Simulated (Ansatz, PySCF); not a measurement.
Ligands exchanged one at a time, Al Br-I. Isolated molecules, 0 K electronic values unless said otherwise. Strings in code marks are SMILES.

Quantity: redistribution energy (mixed species minus the weighted end members), in kJ/mol.

Level 1: frozen-core CCSD(T)/def2-TZVPP // PBE0-D3(BJ)/def2-TZVP (Ansatz, an electronic-structure program)
Level 2: PBE-D3(BJ)/def2-TZVP // PBE0-D3(BJ)/def2-TZVP (PySCF)
Level 3: ωB97X-D3(BJ)/def2-TZVP // PBE0-D3(BJ)/def2-TZVP (PySCF)
Level 4: B3LYP/LANL2DZ // PBE0-D3(BJ)/def2-TZVP (PySCF)

```json
[
 {"species": "1 of 3 Br replaced by I: `[Br][Al]([Br])[I]`", "level 2": "0.37", "level 3": "0.19", "level 4": "0.22"},
 {"species": "2 of 3 Br replaced by I: `[Br][Al]([I])[I]`", "level 2": "0.40", "level 3": "0.26", "level 4": "0.11"}
]
```

Question: What does level 1 give for each?

Answer: 
- 1 of 3 Br replaced by I: `[Br][Al]([Br])[I]`: 0.40
- 2 of 3 Br replaced by I: `[Br][Al]([I])[I]`: 0.41
